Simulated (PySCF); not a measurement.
**Question.** What does the GFN2-xTB structure of `O=C([O-])[C@@H](F)CC(F)(F)F` look like in three dimensions? (Charge -1.)

**Answer.** 
```
atom  x, y, z in Å
O1    -3.1348   -0.0100    0.5424
C2    -2.0817    0.5474    0.2778
O3    -1.8145    1.7105   -0.0276
C4    -0.7426   -0.3928    0.3863
F5    -1.0133   -1.7219    0.0903
C6     0.3303    0.1342   -0.5551
C7     1.7406   -0.1358   -0.1085
F8     2.0659   -1.4415   -0.0628
F9     2.0314    0.3542    1.1098
F10    2.6586    0.4213   -0.9426
H11   -0.4080   -0.3756    1.4315
H12    0.1709    1.2184   -0.6156
H13    0.1928   -0.3078   -1.5438
```

Any rigid rotation of these coordinates is as good. Atoms count from 1 in this order. C2 (carboxylate carbon) is planar (angles 132.2°, 115.4° and 112.4°, sum 360.0°, 0.01 Å off the plane of its three neighbours). The C–F distances run from 1.345 Å (C7–F9, drawn single) to 1.388 Å (C4–F5, drawn single), a spread of 0.043 Å. The C–C distances run from 1.504 Å (C6–C7, drawn single) to 1.640 Å (C2–C4, drawn single), a spread of 0.136 Å. Of the pairs four or more bonds apart, O3···H12 is among the closest relative to their van der Waals radii: 2.13 Å, 78 % of the sum of Bondi's values.

Bonds between heavy atoms (Å): O1=C2 1.221, C2–O3 1.232, C2–C4 1.640, C4–F5 1.388, C4–C6 1.522, C6–C7 1.504, C7–F8 1.346, C7–F9 1.345, C7–F10 1.360.

Structure optimised with GFN2-xTB, isolated species.

Point group: C1 (no symmetry element, even within 0.4 Å). GFN2-xTB frequencies: not computed here. Torsions: O1–C2–C4–F5 31°, C2–C4–C6–C7 151°.

One conformer stands for the species.
